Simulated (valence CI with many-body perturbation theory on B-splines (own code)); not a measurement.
Lu XLI: electric-dipole lines

Calculated by configuration interaction combined with many-body perturbation theory (CI+MBPT): three valence electrons over a frozen Dirac-Fock core [Ar] 3d10, a basis of 11 s, 11 p, 10 d, 8 f, 5 g, 2 h functions for each j, with the one-electron correlation potential Σ1 (screened to all orders), the two-electron term Σ2, the three-electron term Σ3, Breit, model QED; selected single and double excitations, second order for the rest, scaled by the run's own slope (own B-spline code, finite nucleus).

The last digits are not significant, and no measured levels were compared; by estimate large intervals hold to a few tenths of a per cent, small ones and those within an open d or f shell to about a per cent.

Lines 151 to 200 of 539 in falling wavelength, among levels below 54.120 Ry, chosen from the strongest by gf and those to the six lowest levels. Wavelengths and rates use the calculated energies. Electric multipoles are in the length gauge, E1 and E2 with the static RPA response of the core. Weak lines are less certain than strong ones. Lines between different terms over intervals too small for the method are left out, as are lines whose strength nearly cancels. Where a level lies close to another of its J and parity, the split of strength between their lines is uncertain. The highest levels of a list are the least certain.

Levels are named by their leading jj configuration (3d3/2^4 stands for four electrons in 3d with j = 3/2), which in mixed levels can hold well under half, so a name can repeat and another be missing. Letters in brackets count levels of one name in rising energy.

```csv
λ vac (Å),Upper,Lower,A (s⁻¹),log gf,Branch %
73.79,(4s 4d3/2 4f7/2) J=9/2 [c],(4s 4d3/2 4d5/2) J=7/2 [a],7.21e+10,-0.23,9.1
73.79,(4p1/2 4p3/2 4d5/2) J=5/2 [c],(4p1/2 4p3/2^2) J=3/2,6.67e+11,0.51,65.3
73.78,(4s 4d5/2 4f7/2) J=7/2,(4p3/2^2 4d5/2) J=7/2 [a],8.58e+10,-0.25,18.0
73.76,(4s 4d5/2 4f5/2) J=1/2 [b],(4s 4p3/2 4f5/2) J=1/2,1.94e+11,-0.50,23.0
73.76,(4s 4d5/2 4f7/2) J=5/2,(4s 4p3/2 4f5/2) J=5/2 [b],1.61e+11,-0.10,15.6
73.73,(4s 4d5/2^2) J=1/2,(4s 4p3/2 4d5/2) J=3/2 [b],5.87e+11,-0.02,55.9
73.73,(4s 4d5/2^2) J=5/2,(4s 4p3/2 4d5/2) J=5/2 [a],3.69e+11,0.26,51.0
73.73,(4p1/2 4d3/2 4d5/2) J=7/2 [b],(4s 4p1/2 4f5/2) J=5/2 [a],4.66e+10,-0.52,5.9
73.72,(4p1/2 4p3/2 4f7/2) J=7/2 [b],(4p1/2 4p3/2 4d5/2) J=5/2 [a],2.51e+11,0.21,34.1
73.71,(4s 4p3/2 4d5/2) J=3/2 [b],(4s 4p3/2^2) J=1/2,2.92e+11,-0.02,36.7
73.68,(4s 4p3/2 4f7/2) J=9/2 [c],(4s 4p3/2 4d5/2) J=7/2 [b],1.06e+12,0.94,90.0
73.65,(4p3/2 4d3/2 4d5/2) J=3/2 [b],(4s 4p3/2 4f5/2) J=5/2 [a],9.19e+10,-0.52,8.1
73.63,(4s 4d5/2 4f5/2) J=3/2 [b],(4s 4p3/2 4f5/2) J=3/2,2.05e+11,-0.18,28.0
73.59,(4p3/2^2 4d5/2) J=9/2,(4s^2 4f7/2) J=7/2,2.25e+11,0.26,50.1
73.48,(4s 4p3/2 4f7/2) J=5/2,(4s 4p3/2 4d3/2) J=3/2 [b],1.25e+11,-0.22,32.2
73.47,(4s 4d3/2 4d5/2) J=3/2 [b],(4s 4p3/2 4d3/2) J=1/2 [a],1.30e+11,-0.37,12.7
73.45,(4s 4d3/2 4d5/2) J=3/2 [b],(4s 4p3/2 4d3/2) J=3/2 [a],1.21e+11,-0.41,11.8
73.44,(4s 4p3/2 4d5/2) J=5/2 [b],(4s 4p3/2^2) J=3/2,5.99e+11,0.46,56.5
73.42,(4s 4d3/2 4d5/2) J=5/2 [b],(4s 4p3/2 4d3/2) J=7/2,8.52e+10,-0.38,8.3
73.40,(4p1/2 4p3/2 4d5/2) J=5/2 [b],(4s 4p1/2 4d5/2) J=5/2 [b],2.99e+11,0.16,56.4
73.37,(4s 4p3/2 4d5/2) J=5/2 [a],(4s 4p3/2^2) J=5/2,3.40e+11,0.22,95.4
73.30,(4p3/2 4d5/2^2) J=5/2,(4p3/2^2 4d5/2) J=7/2 [a],1.80e+11,-0.06,26.7
73.30,(4p1/2 4p3/2 4d5/2) J=7/2 [b],(4s 4p1/2 4d5/2) J=7/2,8.59e+10,-0.26,14.8
73.25,(4p3/2^2 4d3/2) J=3/2 [a],(4s 4p3/2 4d3/2) J=3/2 [b],2.12e+11,-0.17,23.8
73.22,(4p1/2 4p3/2 4d5/2) J=7/2 [a],(4s 4p1/2 4d5/2) J=5/2 [a],9.49e+10,-0.21,26.2
73.21,(4s 4p3/2 4d3/2) J=3/2 [b],(4s^2 4d3/2) J=3/2,2.14e+11,-0.16,24.5
73.20,(4p1/2 4p3/2 4d5/2) J=3/2 [a],(4s 4p1/2 4d5/2) J=3/2,3.15e+11,0.01,53.9
73.16,(4s 4d5/2 4f7/2) J=5/2,(4s 4p3/2 4f7/2) J=5/2,1.55e+11,-0.13,15.1
73.10,(4p3/2 4d3/2 4d5/2) J=5/2 [b],(4s 4d3/2 4d5/2) J=5/2 [a],1.03e+11,-0.31,11.7
73.06,(4s 4d3/2 4f7/2) J=5/2 [b],(4s 4d3/2 4d5/2) J=3/2 [b],2.05e+11,-0.01,21.4
73.04,(4p1/2 4p3/2 4d5/2) J=9/2,(4s 4p1/2 4d5/2) J=7/2,3.14e+11,0.40,89.7
73.00,(4s 4d5/2 4f7/2) J=11/2 [b],(4s 4d5/2^2) J=9/2,6.44e+11,0.79,60.1
72.96,(4s 4p3/2 4f7/2) J=7/2,(4s 4p3/2 4d5/2) J=5/2 [a],2.44e+11,0.19,37.0
72.96,(4s 4d5/2 4f7/2) J=11/2 [a],(4s 4p3/2 4f7/2) J=11/2,1.30e+11,0.09,30.7
72.95,(4p3/2^2 4d5/2) J=5/2 [c],(4p3/2^3) J=3/2,8.57e+11,0.61,54.3
72.91,(4s 4p3/2 4f7/2) J=11/2,(4s 4p3/2 4d5/2) J=9/2,2.79e+11,0.43,100.0
72.88,(4s 4p3/2 4d5/2) J=3/2 [a],(4s 4p3/2^2) J=5/2,1.41e+11,-0.35,29.2
72.82,(4s 4d5/2^2) J=5/2,(4s^2 4f7/2) J=7/2,1.15e+11,-0.26,15.9
72.82,(4s 4p1/2 4f5/2) J=3/2,(4s 4p1/2 4d3/2) J=3/2 [b],9.87e+10,-0.50,22.0
72.80,(4s 4p3/2 4f7/2) J=9/2 [b],(4s 4p3/2 4d5/2) J=7/2 [a],4.62e+11,0.56,63.8
72.79,(4p3/2 4d3/2 4d5/2) J=7/2 [c],(4s 4d3/2 4d5/2) J=5/2 [a],7.09e+10,-0.35,7.8
72.77,(4p3/2^2 4d3/2) J=3/2 [c],(4s 4p3/2 4d5/2) J=1/2,2.01e+11,-0.20,15.0
72.77,(4p3/2^2 4d5/2) J=5/2 [b],(4s 4p3/2 4d5/2) J=3/2 [b],6.05e+11,0.46,57.8
72.76,(4p1/2 4p3/2 4d5/2) J=5/2 [c],(4p1/2 4p3/2^2) J=5/2,8.92e+10,-0.37,8.7
72.75,(4p3/2 4d5/2^2) J=7/2,(4p3/2^2 4d5/2) J=7/2 [a],1.08e+11,-0.17,27.8
72.71,(4s 4d3/2 4d5/2) J=5/2 [b],(4s 4p3/2 4d3/2) J=3/2 [a],9.80e+10,-0.33,9.6
72.68,(4p3/2 4d5/2^2) J=5/2,(4s 4d3/2 4d5/2) J=5/2 [b],7.06e+10,-0.47,10.5
72.67,(4p3/2^2 4d5/2) J=5/2 [a],(4s 4p3/2 4d5/2) J=7/2 [a],1.29e+11,-0.21,28.3
72.65,(4p3/2 4d5/2^2) J=9/2,(4s 4p3/2 4f5/2) J=7/2 [a],1.63e+11,0.11,20.9
72.59,(4s 4d3/2 4d5/2) J=5/2 [b],(4s 4p3/2 4d3/2) J=5/2 [a],1.29e+11,-0.22,12.6
```
